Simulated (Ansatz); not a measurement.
`BN[SiH3]` + `[SiH3]N[SiH3]` → `BN([SiH3])[SiH3]` + `N[SiH3]` at 298.15 K and 1 bar (ligand exchange at a B–N bond).

Isolated molecules relaxed with PBE0-D4/def2-TZVP in Ansatz; ΔE leaves out vibrations. CBS: MP2 limit from def2 TZ/QZ plus the TZ coupled-cluster correction, frozen cores. This one scheme is used for every species.

```
           species  CCSD(T)/CBS energy (Eh)  H − E (kJ/mol)  S (J/(mol·K))
        `BN[SiH3]`               -372.22946           182.4          292.7
   `[SiH3]N[SiH3]`               -637.10515           192.6          335.6
`BN([SiH3])[SiH3]`               -662.52490           227.7          348.6
         `N[SiH3]`               -346.80422           145.7          264.3
```

H − E and S are ideal-gas, rigid-rotor, harmonic terms from PBE0-D4/def2-TZVP. 1 Eh = 2625.50 kJ/mol, R = 8.31446 J/(mol·K).

Task: By hand: ΔE, ΔH, ΔS and ΔG.

Result: ΔE = (-662.52490) + (-346.80422) − (-372.22946) − (-637.10515) = 0.00549 Eh = 14.4 kJ/mol. Δ(H − E) = 227.7 + 145.7 − 182.4 − 192.6 = -1.6, so ΔH = 12.8 kJ/mol. ΔS = 348.6 + 264.3 − 292.7 − 335.6 = -15.4 J/(mol·K). ΔG = 12.8 − 298.15 × (-15.4)/1000 = 17.4 kJ/mol.

Task: By hand: the equilibrium constant, and the temperature at which ΔG would vanish if ΔH and ΔS stayed fixed.

Result: log₁₀ K = −ΔG/(RT ln 10) = -3.0. ΔH and −TΔS have one sign here, so there is no such temperature.

TΔS isn't small against ΔH here. A doubt of 5 kJ/mol in ΔE shifts log₁₀ K by 0.9 here. Modes under 60 cm⁻¹, often nearly free rotors, make the harmonic entropy too high. These are equilibria of isolated gas molecules and say nothing of rates. Largest T1 diagnostic: 0.013 (customary marks: 0.02 for closed shells, 0.045 for open ones).
